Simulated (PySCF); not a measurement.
(1Z)-1-chloro-2-fluorobuta-1,3-diene (C4H4ClF), SMILES C=C/C(F)=C/Cl.

Coordinates come from a B3LYP-D3(BJ)/def2-SVP optimisation. The values are those of a single conformer.

Two levels are set side by side: TDA-PBE/def2-SVPD (PySCF) and TDA-ωB97X/def2-SVPD (PySCF). Vertical, same geometry. The lowest singlet is HOMO→LUMO 69 %, HOMO−2→LUMO 16 % with PBE and HOMO→LUMO 95 % with the other functional; states are paired by order. Differences are taken from unrounded values.

```json
[
 {"quantity": "lowest singlet excitation (eV)", "TDA-ωB97X": "6.05"},
 {"quantity": "lowest triplet excitation (TDA) (eV)", "TDA-ωB97X": "3.13"},
 {"quantity": "first bright state (f over 0.05) (eV)", "TDA-ωB97X": "6.05"},
 {"quantity": "its oscillator strength", "TDA-ωB97X": "1.09"}
]
```

Task: What does TDA-PBE give, and how far is it from TDA-ωB97X? (The exact figures need the calculation; the answer reports its results.)

Result: 
| quantity | TDA-PBE | TDA-PBE minus TDA-ωB97X |
|---|---|---|
| lowest singlet excitation (eV) | 5.33 | -0.72 |
| lowest triplet excitation (TDA) (eV) | 2.97 | -0.16 |
| first bright state (f over 0.05) (eV) | 5.33 | -0.72 |
| its oscillator strength | 0.64 | -0.45 |

A lower first singlet is the usual sign of a functional without exact exchange. Differences between two approximate levels are no errors against the true value.

Rough cost on one machine, each run with all the roots and properties that it gave: TDA-ωB97X against TDA-PBE about 2 times.
